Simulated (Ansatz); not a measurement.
A nudged elastic band was laid between two geometries of ClH + FGeH3O3 (10 atoms, charge 0, multiplicity 1).

The calculation used Ansatz, RKS B3LYP/def2-SVP.

```yaml
movable_images: 7
climbing_image: yes
spring: 5.0 eV/Å²
optimiser: quadratic models (default)
start_path: through a guess of the saddle point
force_threshold: 0.05 eV/Å
iteration_limit: 60
end_points: relaxed
```

First end point:

```xyz
10
Properties=species:S:1:pos:R:3
Ge -0.113 -0.226 -0.354
F 0.040 0.164 1.357
O 1.463 -0.354 -1.090
H 1.822 -1.251 -1.043
O -0.916 1.097 -1.160
H -1.785 1.306 -0.790
O -0.989 -1.755 -0.352
H -1.219 -2.046 0.543
Cl 1.611 2.748 2.423
H 0.977 1.662 2.103
```

Last end point:

```xyz
10
Properties=species:S:1:pos:R:3
Ge 0.283 0.247 -0.392
F -0.710 0.059 2.807
O 1.276 -0.219 -1.766
H 1.740 -1.055 -1.616
O -0.962 1.352 -0.953
H -1.293 1.106 -1.829
O -0.260 -1.215 0.407
H -0.577 -1.024 1.312
Cl 1.404 1.441 1.071
H -0.010 0.650 2.596
```

(1) Which bonds break or form, and what moves?

(2) Give the energies along the band, and the barrier.

(3) What is the geometry of the highest image?

(4) What are the harmonic wavenumbers there?

Results:

(1) Bonds broken: Ge1–F2, Cl9–H10. Bonds formed: Ge1–Cl9, F2–H10. ClH + FGeH3O3 becomes ClGeH3O3 + FH.

(2) It converged. The highest image is number 4 of 0 to 8, 21.8 kcal/mol above the first end and 26.4 kcal/mol above the last; the last end lies 4.6 kcal/mol below the first. A vibrational analysis at the climbing image gives one clearly imaginary mode, 460i cm⁻¹: a first-order saddle point. The orbitals stay closed-shell, which can raise the energy where a bond breaks towards radicals; this wasn't checked here.

```tsv
image	path coordinate (Å)	energy (kcal/mol)	Ge1–F2 (Å)	Cl9–H10 (Å)	Ge1–Cl9 (Å)
0	0.00	0.0	1.76	1.30	4.42
1	0.66	0.2	1.76	1.30	4.04
2	1.31	1.7	1.76	1.30	3.55
3	1.97	8.6	1.80	1.32	2.96
4	2.62	21.8	2.01	1.57	2.50
5	3.34	12.3	2.51	1.93	2.26
6	4.06	2.3	2.97	2.05	2.21
7	4.79	-3.8	3.27	2.16	2.20
8	5.51	-4.6	3.36	2.22	2.20
```

(3) 
```xyz
10
Properties=species:S:1:pos:R:3:forces:R:3
Ge 0.178 0.205 -0.052 0.01 0.03 0.01
F -0.114 0.043 1.929 0.01 -0.02 -0.01
O 1.702 -0.167 -0.853 0.01 -0.04 -0.01
H 1.652 -1.087 -1.161 0.00 0.02 0.01
O -0.933 1.410 -0.697 0.00 0.02 0.01
H -1.700 0.949 -1.071 0.00 -0.02 -0.01
O -0.656 -1.362 -0.237 -0.02 0.02 0.03
H -1.134 -1.635 0.559 0.01 0.00 -0.03
Cl 1.369 2.011 1.193 -0.03 -0.02 -0.02
H 0.528 0.977 2.027 0.02 0.01 0.02
```

(4) 460i, 59, 147, 180, 232, 233, 256, 281, 312, 366, 413, 475, 689, 699, 767, 807, 848, 945, 968, 1034, 1490, 3777, 3796, 3832 cm⁻¹.

Run time: 3 min on 4 threads of Arm Neoverse V1 (shared host), peak memory 0.36 GiB.
